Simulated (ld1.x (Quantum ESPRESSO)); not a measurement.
# F (Z = 9): one change to an ultrasoft potential, before and after

- Element: fluorine (F)
- Generator: ld1.x (Quantum ESPRESSO) 7.5
- Type: ultrasoft
- Functional: PW91
- Relativity: non-relativistic
- Frozen core: [He]
- Valence charge: 7
- Reference configuration: 2s1 2p6
- Partial waves: 2s (bound): rcut 0.45, rcutus 0.60 bohr; 2s channel at -1.9 Ry: rcut 0.45, rcutus 0.60 bohr; 2p (bound): rcut 1.20, rcutus 1.65 bohr; 2p channel at 0.55 Ry: rcut 1.20, rcutus 1.65 bohr; 3d channel at -0.1 Ry: rcut 1.40, rcutus 1.90 bohr; 3d channel at 1.15 Ry: rcut 1.40, rcutus 1.90 bohr
- Local potential: all-electron potential smoothed inside 1.05 bohr (lloc = -2)
- Core correction: none
- Augmentation charge: built from norm-conserving waves at rcut, not smoothed further

Change: fully relativistic.

Cutoffs: the cutoffs (Ry, on a coarse ladder) from which the occupation-weighted sum of valence levels, in a spherical-Bessel basis at the reference potential, stays within 10 and 1 mRy of its value at 400 Ry; they do not see the model core or the augmentation charge, which bear on the density cutoff. Errors are all-electron minus pseudo energies relative to the spin-unpolarised reference configuration.

**Question.** What does the change do?

**Answer.** The potential gets neither clearly harder nor softer (90 Ry and 120 Ry → 90 Ry and 120 Ry); the errors of the 7 common tests hardly move; neither file shows a bound ghost.

```csv
quantity,base,changed
"cutoff, loose",90 Ry,90 Ry
"cutoff, tight",120 Ry,120 Ry
bound ghosts,none,none
"error for 2s2 2p5, meV [ΔE -18.68 → -18.77 eV]",+87,+87
"error for 2s2 2p4, meV [ΔE 0.83 → 0.72 eV]",+165,+165
"error for 2s2 2p3, meV [ΔE 39.35 → 39.24 eV]",+378,+382
"error for 2s2 2p4.5, meV [ΔE -11.08 → -11.18 eV]",+116,+115
"error for 2s1 2p5, meV [ΔE 19.78 eV]",+8.2,+8.7
"error for 2s2 2p2, meV [ΔE 100.14 → 100.02 eV]",+892,+907
"error for 2s2 2p5.3, meV [ΔE -21.38 → -21.47 eV]",+78,+77
s: phases at 2.06 bohr within 0.05 rad from the reference energy up to (Ry; the scan ends near 5),to the end of the scan,to the end of the scan
lowest overlap eigenvalue by channel,"s 0.34, p 0.51, d 0.68","s 0.33, p1/2 0.51, p3/2 0.52, d3/2 0.69, d5/2 0.69"
```
